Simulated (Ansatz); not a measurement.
Gas-phase electronic energies from Ansatz, PBE0-D4/def2-TZVP geometries. CCSD(T)/CBS adds triple-zeta CCSD(T) − MP2 to the extrapolated MP2 energy (def2 sets, frozen cores). This one scheme is used for every species. Each species was taken in one conformer, which may not be the lowest.

`C[NH][Al]([CH3])[SiH3]` + H₂O → `[CH3][Al]([OH])[SiH3]` + CH₃NH₂  (formal hydrolysis of the Al–N bond)

```json
{"species": "`C[NH][Al]([CH3])[SiH3]`", "HF/def2-TZVPP energy (Eh)": "-666.95925"}
{"species": "H₂O", "HF/def2-TZVPP energy (Eh)": "-76.06237"}
{"species": "`[CH3][Al]([OH])[SiH3]`", "HF/def2-TZVPP energy (Eh)": "-647.78623"}
{"species": "CH₃NH₂", "HF/def2-TZVPP energy (Eh)": "-95.25712"}
```

(1) Work out ΔE.

Largest T1 diagnostic among the species: 0.013.

## Answers

(1) ΔE = (-647.78623) + (-95.25712) − (-666.95925) − (-76.06237) = -0.02173 Eh = -0.59 eV. CCSD(T)/CBS gives -0.42 eV.

The D4 term adds +0.08 eV with B3LYP and +0.05 eV with PBE0; it sums over pairs of atoms, weighted by their polarisabilities, and B3LYP, whose exchange is more repulsive, gets the larger term. In def2-TZVPP, CCSD(T) changes the Hartree–Fock value by +0.15 eV (the triples alone add +0.02 eV) and MP2 by +0.16 eV.

B3LYP here is the variant with VWN-RPA as its local correlation; programs differ in this.
